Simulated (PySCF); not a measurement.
# Fractional electron number in Hf (hafnium, neutral)

The 5d alpha orbital of [Xe] 4f14 5d2 6s2 is emptied in steps (occupation f), with all orbitals relaxed, ending at [Xe] 4f14 5d1 6s2. Computed with PySCF 2.14 in def2-SVP with the def2 core potential (60 electrons) (6s3p2d1f, 32 functions), with scalar relativity through the core potential. The exact energy is a straight line in f; departures are measured from the line between the end points of the same method.

```csv
f,r2SCAN (eV)
1,0.000
0.9,-0.315
0.7,-0.740
0.5,-0.885
0.3,-0.744
0.1,-0.318
0,0.000
```

```csv
method,E(f=0) − E(f=1) (eV),−ε at f=1 (eV),−ε at f=0.5 (eV)
r2SCAN,7.238,3.756,7.225
```

Orbital energy along the path (eV):

| f | r2SCAN |
| --- | --- |
| 1 | -3.756 |
| 0.9 | -4.426 |
| 0.7 | -5.806 |
| 0.5 | -7.225 |
| 0.3 | -8.657 |
| 0.1 | -10.074 |
| 0 | -10.768 |

Reference removal energy between the ground levels: 6.825 eV (measured; NIST Atomic Spectra Database, ionization energies). The calculation has no spin-orbit coupling.
